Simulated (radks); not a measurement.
Results of a calculation; reference values are marked as such.
The table gives one normalised radial function P(r) = r R(r) of La11+ in [Kr] 4d10 (r in bohr). Code: a radial shooting solver on a logarithmic mesh with Libxc functionals. Model: non-relativistic Kohn-Sham, LB94 model potential, spin-polarised, spherical densities, point nucleus; relativity is left out, which matters for an element this heavy.

r	P
0.002131	0.0000
0.003104	0.0001
0.004521	0.0003
0.006637	0.0008
0.009666	0.0023
0.01408	0.0066
0.0205	0.0180
0.02986	0.0469
0.04384	0.1153
0.06386	0.2500
0.093	0.4648
0.1355	0.6856
0.1973	0.6820
0.2896	0.1721
0.4218	-0.7046
0.6144	-1.2674
0.8948	-1.0550
1.303	-0.4506
1.913	-0.0773

Which n and l does it have? It may be an empty orbital.

Answer. n = 4, l = 2: the number of nodes gives n - l - 1 = 1, the rise at small r (about r^(l+1)) gives l, and the extent must fit the shell. The curve is that of 4d. 4d: eigenvalue -278.53 eV, 1 radial node at r = 0.314 bohr, <r> = 0.747 bohr, 90 % of the charge inside 1.11 bohr.
